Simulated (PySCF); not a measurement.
Species: C5H3O2P.
Structure used (GFN2-xTB), in Å, numbered top down from 1:
```xyz
11
C5H3O2P angstrom
O      3.5999    0.6802    0.6035
C      2.8286   -0.1498    0.3613
P      1.8827   -1.4554    0.0167
C      0.3255   -0.5416   -0.0459
C     -0.9395   -1.0028   -0.2971
C     -1.7821    0.1301   -0.2265
C     -0.9746    1.1865    0.0597
O      0.3057    0.7916    0.1714
H     -1.2208   -2.0152   -0.5028
H     -2.8428    0.1500   -0.3704
H     -1.1771    2.2291    0.2039
```

Method used: TDDFT B3LYP/def2-SVPD, vertical, gas phase, core orbitals frozen in the response (PySCF).

Transition dipole moments from the ground state, in atomic units and in the frame of the coordinates above (overall signs are arbitrary), for the states with f of 0.002 or more among the lowest 8:

| state | E (hartree) | μx | μy | μz |
| --- | --- | --- | --- | --- |
| S2 | 0.1616 | -1.230 | 0.130 | -0.147 |
| S5 | 0.1984 | -0.641 | 0.477 | -0.008 |
| S6 | 0.2002 | -0.048 | -0.062 | 0.366 |
| S7 | 0.2040 | -0.018 | -0.025 | 0.143 |
| S8 | 0.2095 | 0.762 | -0.296 | 0.056 |

(1) What oscillator strength does each state have?

(2) What is the point group, and which symmetry does each of these states have?

(3) Which bond between heavy atoms lies closest to the direction of the S2 transition dipole?

(4) What angle do the transition dipoles of S2 and S8 make?

(5) What peak molar absorption coefficient would the strongest computed level give as a lone Gaussian band 0.5 eV wide at half height?

Answers

(1) f = (2/3) ΔE |μ|² with ΔE in hartree (27.2114 eV).

```
state  |μ|² (au)  |μ| (D)      f
   S2      1.550     3.16  0.167
   S5      0.639     2.03  0.085
   S6      0.140     0.95  0.019
   S7      0.021     0.37  0.003
   S8      0.671     2.08  0.094
```

(2) Cs. The ground state is totally symmetric, so the direction of μ fixes the label. Polarised normal to the mirror plane, so A″: S6 and S7. Polarised in the mirror plane, so A′: S2, S5 and S8.

(3) C7–O8, at 11° from it; next P3–C4 at 25°.

(4) |cos θ| = |μa·μb| / (|μa| |μb|) = 0.96, so θ ≈ 15° (taken between 0 and 90°, since the signs are arbitrary).

(5) ε(max) = 2.175×10⁸ f / FWHM, with the width in cm⁻¹. S2: 2.175×10⁸ × 0.1671 / 4033 ≈ 9000 L mol⁻¹ cm⁻¹.

One conformer stands for the species.
